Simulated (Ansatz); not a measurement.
`C[Si@@H]1N[C@H]1F` → `C[SiH2]/N=C/F`  (isomerisation)

Isolated molecules relaxed with PBE0-D4/def2-TZVP in Ansatz; ΔE leaves out vibrations. CCSD(T)/CBS adds triple-zeta CCSD(T) − MP2 to the extrapolated MP2 energy (def2 sets, frozen cores). DFT in def2-TZVPP. One conformer a species, not always the lowest.

| level | ΔE (kJ/mol) |
| --- | --- |
| PBE0 | -88.8 |
| CCSD(T)/def2-TZVPP | -108.2 |

(1) What does CCSD(T)/CBS give? (Best estimate.)

Largest T1 diagnostic among the species: 0.013.

Answers

(1) The calculation gave: -101.2 kJ/mol. The listed levels differ from it by 12.4, -7.0 kJ/mol.

At CCSD(T), def2-SVP lies −18.5 kJ/mol from the extrapolated value and def2-TZVPP −7.0 kJ/mol. In def2-TZVPP, CCSD(T) changes the Hartree–Fock value by +29.2 kJ/mol (the triples alone add +0.6 kJ/mol) and MP2 by +33.5 kJ/mol. Leaving LDA and LC-ωPBE aside and taking each functional with its dispersion term where it has one, the values, not all of them listed here, spread over 23.7 kJ/mol, from BLYP-D4 to HSE06-D4. LDA lies +20.7 kJ/mol from PBE without D4.

CCSD(T)/CBS has its own doubt, a few kJ/mol and more with outer-core shells, so smaller differences from it don't rank the levels.
